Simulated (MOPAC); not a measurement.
Input for MOPAC: PM7 on H4SeSi (SMILES [SiH3][SeH]), a point of a bond scan (R = 2.944 Å).

```
PM7 1SCF PRECISE CHARGE=0 THREADS=1
H4SeSi

Si    -1.41089708 1    -0.55973432 1     0.05076610 1
Se     0.70615001 1     0.32303231 1    -0.02768899 1
H     -1.63370995 1    -1.31771293 1     1.30126411 1
H     -2.30799106 1     0.61377758 1     0.00171144 1
H     -1.66952665 1    -1.44568471 1    -1.10514268 1
H      2.00322297 1    -2.31742849 1     0.09342419 1
```

The log:

```
*******************************************************************************
 **                                                                           **
 **                              MOPAC v23.2.5                                **
 **                                                                           **
 *******************************************************************************
 ** MOPAC's Digital Object Identifier: https://doi.org/10.5281/zenodo.6511958 **
 **                                                                           **
 ** Please cite the open-source release paper for use of this MOPAC version:  **
 ** J. E. Moussa and J. J. P. Stewart (2026)                                  **
 ** MOPAC: An open-source semiempirical molecular orbital program             **
 ** J. Open Source Softw., 11(119), 8025, https://doi.org/10.21105/joss.08025 **
 *******************************************************************************

                              PM7 CALCULATION RESULTS

 *******************************************************************************
 *  PM7        - The PM7 Hamiltonian to be used
 *
 *
 *
 *                 CHARGE ON SYSTEM = 0
 *
 *
 *
 *  PRECISE    - TIGHTER CRITERIA TO BE USED
 *  1SCF       - DO 1 SCF AND THEN STOP
 *  THREADS=1  - MULTI-THREADING NOT USED
 *  T=         - A TIME OF 172800.0 SECONDS REQUESTED
 *  DUMP=N     - RESTART FILE WRITTEN EVERY 7200.0 SECONDS REQUESTED
 *******************************************************************************
PM7 1SCF PRECISE CHARGE=0 THREADS=1
 H4SeSi

   ATOM   CHEMICAL          X               Y               Z
  NUMBER   SYMBOL      (ANGSTROMS)     (ANGSTROMS)     (ANGSTROMS)

     1      Si         -1.41089708  *  -0.55973432  *   0.05076610  *
     2      Se          0.70615001  *   0.32303231  *  -0.02768899  *
     3       H         -1.63370995  *  -1.31771293  *   1.30126411  *
     4       H         -2.30799106  *   0.61377758  *   0.00171144  *
     5       H         -1.66952665  *  -1.44568471  *  -1.10514268  *
     6       H          2.00322297  *  -2.31742849  *   0.09342419  *



          CARTESIAN COORDINATES

    NO.       ATOM           X           Y           Z

     1        Si         -1.4109     -0.5597      0.0508
     2        Se          0.7062      0.3230     -0.0277
     3         H         -1.6337     -1.3177      1.3013
     4         H         -2.3080      0.6138      0.0017
     5         H         -1.6695     -1.4457     -1.1051
     6         H          2.0032     -2.3174      0.0934

 General Reference for PM7:
 "Optimization of Parameters for Semiempirical Methods VI: More Modifications to the
 NDDO Approximations and Re-optimization of Parameters", J. J. P. Stewart, J. Mol. Mod., 1:32, 19 (2013)
 https://link.springer.com/article/10.1007/s00894-012-1667-x

           Empirical Formula: H4 Si Se  =     6 atoms



      MOLECULAR POINT GROUP   :   Cs


      RHF CALCULATION, NO. OF DOUBLY OCCUPIED LEVELS = 7


 -------------------------------------------------------------------------------
 PM7 1SCF PRECISE CHARGE=0 THREADS=1
 H4SeSi



     1SCF WAS SPECIFIED, SO BFGS WAS NOT USED
     SCF FIELD WAS ACHIEVED


                              PM7 CALCULATION
                                                       MOPAC v23.2.5 Linux




          FINAL HEAT OF FORMATION =         82.36154 KCAL/MOL =     344.60070 KJ/MOL


          COSMO AREA              =        117.41 SQUARE ANGSTROMS
          COSMO VOLUME            =        104.33 CUBIC ANGSTROMS

          IONIZATION POTENTIAL    =          8.210325 EV
          HOMO LUMO ENERGIES (EV) =         -8.210 -2.836
          NO. OF FILLED LEVELS    =          7
          MOLECULAR WEIGHT        =        111.0771         POINT GROUP:  Cs

          MOLECULAR DIMENSIONS (Angstroms)

            Atom       Atom       Distance
            H     6    H     4     5.21411
           Se     2    H     3     2.99251
            H     5   Se     2     2.20603


          SCF CALCULATIONS        =          1





   ATOM   CHEMICAL          X               Y               Z
  NUMBER   SYMBOL      (ANGSTROMS)     (ANGSTROMS)     (ANGSTROMS)

     1      Si         -1.41089708  *  -0.55973432  *   0.05076610  *
     2      Se          0.70615001  *   0.32303231  *  -0.02768899  *
     3       H         -1.63370995  *  -1.31771293  *   1.30126411  *
     4       H         -2.30799106  *   0.61377758  *   0.00171144  *
     5       H         -1.66952665  *  -1.44568471  *  -1.10514268  *
     6       H          2.00322297  *  -2.31742849  *   0.09342419  *

                             CARTESIAN COORDINATES

   1   Si       -1.410897080    -0.559734320     0.050766100
   2   Se        0.706150010     0.323032310    -0.027688990
   3    H       -1.633709950    -1.317712930     1.301264110
   4    H       -2.307991060     0.613777580     0.001711440
   5    H       -1.669526650    -1.445684710    -1.105142680
   6    H        2.003222970    -2.317428490     0.093424190


           Empirical Formula: H4 Si Se  =     6 atoms



      MOLECULAR POINT GROUP   :   Cs


                  EIGENVALUES
 -22.71885 -17.36960 -12.79093 -12.76302 -10.06389  -8.37369  -8.21032  -2.83639
  -0.42089   2.32503   2.33651   7.42021  20.17864  20.22118  20.55458  21.01021
  21.09976


              NET ATOMIC CHARGES AND DIPOLE CONTRIBUTIONS

  ATOM NO.   TYPE          CHARGE      No. of ELECS.   s-Pop       p-Pop       d-Pop
    1         Si          -0.078484        4.0785     0.91347     3.05432     0.11070
    2         Se          -0.250327        6.2503     1.96904     4.28129
    3          H           0.019914        0.9801     0.98009
    4          H           0.037012        0.9630     0.96299
    5          H           0.019914        0.9801     0.98009
    6          H           0.251970        0.7480     0.74803
 DIPOLE           X         Y         Z       TOTAL
 POINT-CHG.     1.381    -3.137     0.146     3.431
 HYBRID        -0.065    -0.150     0.009     0.164
 SUM            1.316    -3.288     0.155     3.545


          ATOMIC ORBITAL ELECTRON POPULATIONS

     Atom    s        px        py        pz      x^2-y^2     xz        z^2       yz        xy
    1 Si   0.91347   0.99455   1.02919   1.03058   0.01397   0.01470   0.02032   0.03290   0.02881
    2 Se   1.96904   1.10144   1.21210   1.96775
    3  H   0.98009
    4  H   0.96299
    5  H   0.98009
    6  H   0.74803

 **********************
 *                    *
 * JOB ENDED NORMALLY *
 *                    *
 **********************




 == MOPAC DONE ==
```

The run finished.

Cost: about 0.04 core-seconds (a rough figure).
